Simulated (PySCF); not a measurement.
**Mn²⁺: excitation energy**

Mn²⁺ [Ar] 3d5 (6S) → Mn²⁺ [Ar] 3d4 4s1 (6D), as a difference of total energies. Computed with PySCF 2.14 in x2c-TZVPPall, with the spin-free X2C one-electron Hamiltonian (Gaussian nucleus). Correlated levels: valence: [Ar] frozen; valence and next inner shell: [Ne] frozen. The calculations carry no spin-orbit coupling.

```tsv
method	excitation energy (cm⁻¹)
UHF	59622
LDA	63788
PBE	62380
PBE0	63249
r2SCAN	63163
wB97X	65240
LC-wPBE	65253
M06-2X	62808
PW91	62542
MP2 (valence)	63686
SCS-MP2 (valence)	60976
MP2 (valence and next inner shell)	65321
SCS-MP2 (valence and next inner shell)	62760
```

A first-order spin-orbit estimate (lowest level to lowest level, LS coupling) adds -0.064 eV.

The basis was made for the ground configuration and has no added diffuse functions, so the excitation energy can come out too high.
